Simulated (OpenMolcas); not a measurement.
Mn4+, Tc4+, Re4+: d³ down the group

| Item | Value |
| --- | --- |
| Program | OpenMolcas 26.06 |
| Method | SS-CASPT2, IPEA 0.25 Eh, imaginary shift 0.1 Eh |
| Basis | ANO-R3 |
| Scalar Hamiltonian | X2C, finite nucleus |
| Spin-orbit coupling | RASSI with atomic mean-field integrals over the reference wave functions, term energies averaged over their components |

Active space for each ion: 3 electrons in 5 orbitals (d); closed shells correlated by CASPT2: Mn4+ 3s 3p; Tc4+ 4s 4p; Re4+ 5s 5p.

Computed levels in cm-1 above ⁴F_3/2:

```
                               Level   Mn4+   Tc4+   Re4+
                              ⁴F_5/2    367   1035   4870
                              ⁴F_7/2    865   2320   9010
                              ⁴F_9/2   1478   3740  11950
                              ⁴P_1/2  16930  12460  15310
                              ⁴P_5/2  17510  14040  21490
                              ²G_7/2  17680  13780  19260
                              ²G_9/2  18200  14630  30580
                              ²P_1/2  24480  18260  25450
                              ²H_9/2  24670  18980  20060
weight of ⁴F in the lowest level (%)    100     99     85
```

Mixed levels, with the weight of the term that names them: Re4+ ⁴F_9/2 (64 %), Re4+ ⁴P_1/2 (72 %), Re4+ ²G_9/2 (56 %), Re4+ ²P_1/2 (72 %), Re4+ ²H_9/2 (57 %).

Measured, with the error of the calculation in %. Measured levels: Mn4+ from Corliss and Sugar, J. Phys. Chem. Ref. Data 6, 1253 (1977); Re4+ from the list in Brasseur, Gamrath and Quinet, At. Data Nucl. Data Tables 157, 101636 (2024).

| Level | Mn4+ | Re4+ |
| --- | --- | --- |
| ⁴F_5/2 | 359 (+2.3) | 4853 (+0.3) |
| ⁴F_7/2 | 835 (+3.6) | 8973 (+0.5) |
| ⁴F_9/2 | 1412 (+4.7) | 11914 (+0.3) |
| ⁴P_1/2 | 16434 (+3.0) | 14325 (+6.9) |
| ⁴P_5/2 | 17049 (+2.7) | 20922 (+2.7) |
| ²G_7/2 | 17892 (-1.2) | 19013 (+1.3) |
| ²G_9/2 | 18399 (-1.1) | 30366 (+0.7) |
| ²P_1/2 | 23082 (+6.1) | 23669 (+7.5) |
| ²H_9/2 | 24975 (-1.2) | 19967 (+0.5) |

The fine-structure level ⁴F_9/2 changes by a factor of 8.09 from Mn4+ to Re4+.

Without spin-orbit coupling ⁴P lies 16450, 11260, 10860 cm-1 above ⁴F in that order; the difference to the level ⁴P_1/2, of either sign, comes from spin-orbit coupling, which also lowers the zero.

CASPT2 does not keep the components of a term degenerate, so their means are used; among the terms shown or strongly mixed into the levels shown the widest spread is 890 cm-1 (5d³ ²H, Re4+). The CASPT2 spread within a term exceeds the gap to the next term for 3d³ ²P and 3d³ ²H, so the order of their levels is uncertain (figures for Mn4+; the like holds for Tc4+, Re4+). Measured partners are found by configuration, term and J. A level has none where our copy of the source lacks it or the pairing is in doubt (some pairs that miss far off the trend of their configuration count as doubtful), and it then counts in no deviation. Levels of configurations outside the active space are missing.
